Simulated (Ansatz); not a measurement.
A single point on CH5FGeO (`O[CH](F)[GeH3]`).

```yaml
crystal:
  periodic: [false, false, false]
  atoms:
    - {symbol: O, position_ang: [0.158164, 1.271095, -1.038187]}
    - {symbol: C, position_ang: [0.603936, 0.473417, -0.010641]}
    - {symbol: F, position_ang: [1.799826, -0.144134, -0.369720]}
    - {symbol: Ge, position_ang: [-0.763579, -0.926591, 0.341590]}
    - {symbol: H, position_ang: [0.741485, 2.032456, -1.130811]}
    - {symbol: H, position_ang: [0.840194, 1.055435, 0.889545]}
    - {symbol: H, position_ang: [-0.212795, -1.880458, 1.411063]}
    - {symbol: H, position_ang: [-1.036660, -1.679103, -0.964886]}
    - {symbol: H, position_ang: [-2.042171, -0.248415, 0.854947]}
basis:
  gaussian: {orbitals: def2-TZVPP}
hamiltonian: {xc: pbe}
correlation: {method: rpa}
```

```sh
$ ansatz run in.yaml --threads 4 --pin off --events-out ev --progress --plain --max-ram 10444MiB
```

Output, abridged:

```
Functional definition: PBE
1311 factors; integrals over basis functions are off by at most 9.2e-4 eV
mean field evaluation 1: about -62381.8976 eV, gradient 6.1e1 eV
mean field evaluation 2: about -62381.8903 eV, gradient 6.1e1 eV
mean field evaluation 4: about -62387.3948 eV, gradient 1.5e1 eV
mean field evaluation 8: about -62387.8171 eV, gradient 1.8e-1 eV
mean field evaluation 16: about -62387.8166 eV, gradient 3.0e-5 eV
mean field -62387.81661570 eV, -2292.7099726459 hartree, gradient 6.2e-6 eV, S^2 0.000000; 0 other end points of the search recorded, 0 dependent functions left out
12 core orbitals not correlated: weight in the atoms' cores, before any rotation towards them, 1.000 or more for the frozen orbitals, at most 0.000 for the correlated occupied ones
reference -62326.32753580 eV, -2290.4502906386 hartree; 18, 18 occupied and 181, 181 virtual orbitals, 1311 factors
Total energy: -62365.78636253 eV, -2291.9003757746 hartree
```

It took 1.9 s on 4 threads of an Intel Xeon 6975P-C on a shared host, with 0.44 GiB of host memory at the peak.
